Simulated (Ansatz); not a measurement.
`[Cl][GeH2][GeH2][Cl]` + H–F → `[F][GeH2][Cl]` + `[Cl][GeH3]` at 500 K and 1 bar (cleavage of the Ge–Ge bond).

Isolated molecules relaxed with PBE0-D4/def2-TZVP in Ansatz; ΔE leaves out vibrations. CBS: MP2 limit from def2 TZ/QZ plus the TZ coupled-cluster correction, frozen cores. This one scheme is used for every species. For Ge outer-core shells are correlated without core-valence functions, which leaves a few kJ/mol of doubt a bond. Scalar relativity is left out up to krypton. Each species was taken in one conformer, which may not be the lowest.

```
               species  CCSD(T)/CBS energy (Eh)  H − E (kJ/mol)  S (J/(mol·K))
`[Cl][GeH2][GeH2][Cl]`              -5074.26693           137.8          442.4
                   H–F               -100.39570            39.4          188.7
       `[F][GeH2][Cl]`              -2636.95386            79.8          332.0
          `[Cl][GeH3]`              -2537.71925            89.2          296.4
```

H − E and S are ideal-gas, rigid-rotor, harmonic terms from PBE0-D4/def2-TZVP, for one conformer and one mirror image of each species. 1 Eh = 2625.50 kJ/mol, R = 8.31446 J/(mol·K).

Problem. By hand: ΔE, ΔH, ΔS and ΔG.

Solution. ΔE = (-2636.95386) + (-2537.71925) − (-5074.26693) − (-100.39570) = -0.01048 Eh = -27.5 kJ/mol. Δ(H − E) = 79.8 + 89.2 − 137.8 − 39.4 = -8.2, so ΔH = -35.7 kJ/mol. ΔS = 332.0 + 296.4 − 442.4 − 188.7 = -2.7 J/(mol·K). ΔG = -35.7 − 500 × (-2.7)/1000 = -34.4 kJ/mol.

Problem. By hand: the equilibrium constant, and the temperature at which ΔG would vanish if ΔH and ΔS stayed fixed.

Solution. log₁₀ K = −ΔG/(RT ln 10) = 3.6. ΔG = 0 at ΔH/ΔS = 13222 K, far beyond where these terms or the molecules hold.

The number of gas molecules stays the same, so ΔS is small and ΔH decides. A doubt of 5 kJ/mol in ΔE shifts log₁₀ K by 0.5 here. Other conformers and mirror images would add mixing entropy, several J/(mol·K) or more a flexible species. Modes under 60 cm⁻¹, often nearly free rotors, make the harmonic entropy too high. These are equilibria of isolated gas molecules and say nothing of rates. Largest T1 diagnostic: 0.011 (customary marks: 0.02 for closed shells, 0.045 for open ones).
